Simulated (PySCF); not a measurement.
# Deuteron quadrupole couplings in `O=C(O)C#CC[SiH3]`

C4H6O2Si.
Cartesian coordinates in Å at the GFN2-xTB level; atoms count from 1:
```xyz
13
C4H6O2Si angstrom
O      3.058    1.646   -0.215
C      2.586    0.547   -0.069
O      3.268   -0.475    0.481
C      1.260    0.166   -0.444
C      0.140   -0.104   -0.797
C     -1.202   -0.426   -1.166
Si    -2.411   -0.026    0.275
H      4.160   -0.178    0.719
H     -1.480    0.152   -2.049
H     -1.266   -1.485   -1.420
H     -3.749   -0.378   -0.205
H     -2.044   -0.839    1.432
H     -2.323    1.400    0.580
```

Level: PBE0/pcSseg-1 (PySCF, non-relativistic); Q(2H) = 0.00286 b; rigid geometry, the same for H and D, with no vibrational averaging.

**Question.** Rank these positions by the coupling χzz of a deuteron there, largest first.
A. H12 (Si–H hydrogen)
B. H9 (methylene hydrogen)
C. H8 (acid proton)

**Answer.** C (293 kHz), B (207 kHz), A (109 kHz).

**Question.** What are Vzz, η and χzz (234.96 MHz × Q × Vzz) at all hydrogens?

**Answer.** 
```json
{"atom": "H8", "bonded to": "O3", "bond length (Å)": "0.970", "Vzz (au)": "0.4367", "η": "0.10", "χzz (kHz)": "293"}
{"atom": "H9", "bonded to": "C6", "bond length (Å)": "1.091", "Vzz (au)": "0.3079", "η": "0.04", "χzz (kHz)": "207"}
{"atom": "H10", "bonded to": "C6", "bond length (Å)": "1.091", "Vzz (au)": "0.3080", "η": "0.04", "χzz (kHz)": "207"}
{"atom": "H11", "bonded to": "Si7", "bond length (Å)": "1.465", "Vzz (au)": "0.1603", "η": "0.02", "χzz (kHz)": "108"}
{"atom": "H12", "bonded to": "Si7", "bond length (Å)": "1.462", "Vzz (au)": "0.1624", "η": "0.02", "χzz (kHz)": "109"}
{"atom": "H13", "bonded to": "Si7", "bond length (Å)": "1.461", "Vzz (au)": "0.1628", "η": "0.02", "χzz (kHz)": "109"}
```

**Question.** Average by the element that carries the hydrogen.

**Answer.** on O: 293 kHz over 1 position, mean bond length 0.970 Å; on C: 207 kHz over 2 positions, mean bond length 1.091 Å; on Si: 109 kHz over 3 positions, mean bond length 1.462 Å.

**Question.** Give the 2H NMR doublet splittings at H11 for a magnetic field along the z, y and x axes of the gradient: 3χ/2, 3χ(1 + η)/4, 3χ(1 − η)/4.

**Answer.** With |χ| = 107.7 kHz and η = 0.015: 162, 82 and 80 kHz, to first order and without motion.

Isolated species at its GFN2-xTB geometry (one conformer only). GFN2-xTB bond lengths can be off by several hundredths of an ångström, more for odd bonds, and the gradients follow them. A larger basis could move these couplings by a tenth or more.

These values come from a run that also computed NMR shieldings. Time: 26 s (grids of density and orbitals included); peak memory 0.72 GiB. Hardware: one thread, Intel Xeon Platinum 8488C (x86_64), no GPU, shared host with 192 logical CPUs at a one-minute load of 95.
